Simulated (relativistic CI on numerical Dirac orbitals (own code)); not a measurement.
These numbers are calculated, not measured: Dirac-Coulomb-Breit CI, separate exchange-only KLI orbitals for each configuration, model QED (radiative potential, 1s self-energy scaled to tabulated hydrogen-like ionisation energies), valence Slater integrals scaled by 0.9, P86 correlation estimate, and configurations built on the next ion tied to the tabulated ionisation energy (semi-empirical) (own radial code, finite nucleus).

Configurations in the expansion (outside the closed core [Ar] 3d10): 4s2.4p, 4s2.4d, 4s2.5s, 4s2.5p, 4s2.5d, 4s2.6s, 4s2.4f, 4s2.5f, 4s.4p2, 4p3, 4s.4p.4d, 4p.4d2, 4s.4p.4f, 4p2.4d, 4s.4d2, 4p2.5s, 4p.4f2, 4p2.4f, 4s.4p.5s, 4s.4d.5s, 4s.4d.4f, 4s.4p.5p, 4s2.5g, 4s2.6p. Levels of other configurations are missing.

Configurations that consist of the next ion and one excited electron were tied to the tabulated ionisation energy; Rydberg ones are usually within 1,000 to 3,000 cm⁻¹ and the lowest ones within about 6,000 (9,000 in d shells), while levels on excited terms of the next ion carry the error of that term, and the other configurations can be misplaced by 10,000 cm⁻¹ or more. Rates follow the energies as ν³ (E1, M1) or ν⁵ (E2), so rates, branching and lifetimes can be off by large factors.

Outline of the computed level scheme of Nb XI. Lowest level of each configuration: 4s2.4p 2P°_1/2 at 0.0000 eV; 4s.4p2 4P_1/2 at 22.4875 eV; 4s2.4d 2D_3/2 at 47.2256 eV; 4p3 4S°_3/2 at 56.8310 eV; 4s.4p.4d 4F°_3/2 at 66.5378 eV; 4s2.5s 2S_1/2 at 81.3590 eV; 4s2.4f 2F°_7/2 at 91.3908 eV; 4s2.5p 2P°_1/2 at 93.6910 eV.

Some strong electric-dipole decays among the lowest 45 levels: 4s2.4f 2F°_7/2 → 4s2.4d 2D_5/2 (1.0e+11 s⁻¹); 4s2.4f 2F°_5/2 → 4s2.4d 2D_3/2 (9.9e+10 s⁻¹); 4s2.5s 2S_1/2 → 4s2.4p 2P°_3/2 (6.9e+10 s⁻¹); 4s2.4d 2D_5/2 → 4s2.4p 2P°_3/2 (6.1e+10 s⁻¹); 4s2.4d 2D_3/2 → 4s2.4p 2P°_1/2 (5.7e+10 s⁻¹); 4s2.5s 2S_1/2 → 4s2.4p 2P°_1/2 (3.3e+10 s⁻¹); 4s2.4d 2D_3/2 → 4s2.4p 2P°_3/2 (1.2e+10 s⁻¹).

LS names give the leading component of a level, which can be under half, so a name can repeat, a term be missing and a line seem to break the LS rules.
